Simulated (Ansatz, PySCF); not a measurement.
Molecule: isocyanic acid, CHNO (charge 0, singlet). SMILES: O=C=N
Geometry: optimised at B3LYP-D3(BJ)/def2-TZVP (Ansatz, a first-principles code).

Harmonic wavenumbers (cm⁻¹) at B3LYP/6-31G* (Ansatz, at its own minimum) and at B3LYP-D3(BJ)/def2-TZVP (PySCF, at the structure above). 6-31G* holds six Cartesian d functions. Modes are numbered in rising order, 6 in all, and paired by that order; shown are modes over 250 cm⁻¹ that lie over 6 % from every other mode at both levels, one of each degenerate set, at most eight drawn at random. The second level is harmonic too, so this factor is not the one that brings values to measured fundamentals.

```csv
mode,B3LYP/6-31G* (x),B3LYP-D3(BJ)/def2-TZVP (y)
1,562,574
2,611,639
3,800,789
4,1338,1338
6,3678,3675
```

Task: Fit one scale factor, y = λ·x, by least squares, and use it for mode 5, which lies at 2355 cm⁻¹ at B3LYP/6-31G*.

Result: λ = Σxy/Σx² = 16651111/16647093 = 1.0002; the rows scatter about it by 15 cm⁻¹ (root mean square). Prediction for mode 5: 2355 cm⁻¹. The wavenumber at B3LYP-D3(BJ)/def2-TZVP is 2334 cm⁻¹, so the fit misses by +21 cm⁻¹, against +21 cm⁻¹ without it. The fit is meant for this molecule alone.
